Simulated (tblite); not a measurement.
Species: C₆H₇NOS.
SMILES with atom numbers: `[CH3:1][NH:2][c:3]1[cH:4][cH:5][s:6][c:7]1[CH:8]=[O:9]` (hydrogens: H10, H11, H12 on C1; H13 on N2; H14 on C4; H15 on C5; H16 on C8)

Geometry (GFN2-xTB, Å), atoms numbered from 1 in this order:
```xyz
16
C6H7NOS angstrom
C      1.992   -0.738   -0.739
N      0.636   -0.866   -0.281
C     -0.073    0.129    0.272
C      0.379    1.456    0.507
C     -0.572    2.234    1.084
S     -2.050    1.419    1.372
C     -1.399   -0.053    0.694
C     -2.133   -1.260    0.591
O     -1.684   -2.296    0.115
H      2.655   -0.434    0.077
H      2.070    0.003   -1.541
H      2.328   -1.698   -1.119
H      0.135   -1.745   -0.373
H      1.363    1.808    0.258
H     -0.487    3.267    1.363
H     -3.167   -1.217    0.975
```

Computed with GFN2-xTB (tblite): harmonic, unscaled wavenumbers at the GFN2-xTB geometry, gas phase. Against measured fundamentals such values can be off by several per cent, at times by over 20. One conformer, not necessarily the lowest. The optimisation stopped once no atom felt more than 0.01 eV/Å.

Lowest wavenumbers of the output (negative numbers stand for imaginary wavenumbers):
```
mode    cm-1
  1     -22.6
  2      96.8
  3     134.9
  4     165.2
  5     229.9
  6     237.5
  7     295.1
  8     403.5
```

Problem. Is this structure a minimum?

Solution. Not by this Hessian. 1 mode is imaginary beyond 20i (23i cm⁻¹), so at this level the point lies at or near a first-order saddle. The curvature is small, so loose convergence or finite differences may be the whole cause.

Problem. Which atoms move in the imaginary mode?

Solution. 23i: H11 (methyl hydrogen) 27 %, H10 (methyl hydrogen) 27 %, N2 (aniline-type nitrogen) 21 %, H12 (methyl hydrogen) 10 %. These are shares of the mass-weighted motion.

Problem. What is the remedy?

Solution. Step along that mode in both directions, optimise again with tighter thresholds and repeat the frequencies. The zero-point energy of this point (73.4 kcal/mol) counts the 41 real modes alone, and thermal corrections from it aren't those of a minimum.

Hardware: an Arm Neoverse V1 with one thread (shared host). Cost: 0.58 s wall. This covers the Hessian and the dipole derivatives.
